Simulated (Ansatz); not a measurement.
Molecule: CH$_{8}$O$_{2}$Si$_{2}$, net charge 0, singlet state. 
Geometry from a B3LYP-D3(BJ)/def2-TZVP (Ansatz, a quantum-chemistry and plane-wave program) optimisation:
```
C
H 1 1.0937
H 1 1.0937 2 110.08
O 1 1.4036 2 106.69 3 120.07
O 1 1.4036 2 110.62 3 -117.66
Si 5 1.6590 1 123.58 2 -54.26
Si 4 1.6590 1 123.58 2 -173.98
H 7 1.4759 4 105.82 1 162.97
H 6 1.4759 5 105.82 1 162.97
H 6 1.4796 9 109.75 5 -120.84
H 7 1.4796 8 109.75 4 -120.84
H 7 1.4837 8 110.83 11 -120.53
H 6 1.4837 9 110.83 10 -120.53
```
Charge 0, spin multiplicity 1.

Quantity: vertical ionisation energy (to the doublet state of charge +1; each state is the SCF solution reached for its spin; for the doublet T1 is 0.063), in eV. Valence correlation only, unless marked. Open shells are spin-unrestricted. No spin-orbit coupling. Non-relativistic. 

| level | program | vertical ionisation energy (eV) |
|---|---|---|
| HF/aug-cc-pV(D+d)Z | Ansatz | 10.04 |
| r2SCAN/def2-TZVPD | Ansatz | 10.08 |
| PBE0/def2-TZVPD | Ansatz | 10.41 |
| BHLYP/def2-TZVPD | Ansatz | 10.87 |
| CAM-B3LYP/def2-TZVPD | Ansatz | 10.77 |
| wB97X-V/def2-TZVPD | Ansatz | 10.88 |
| B2PLYP/def2-TZVPD | Ansatz | 10.83 |
| MP2/aug-cc-pV(D+d)Z | Ansatz | 11.59 |
| CCSD(T)/aug-cc-pV(D+d)Z | Ansatz | 10.94 |
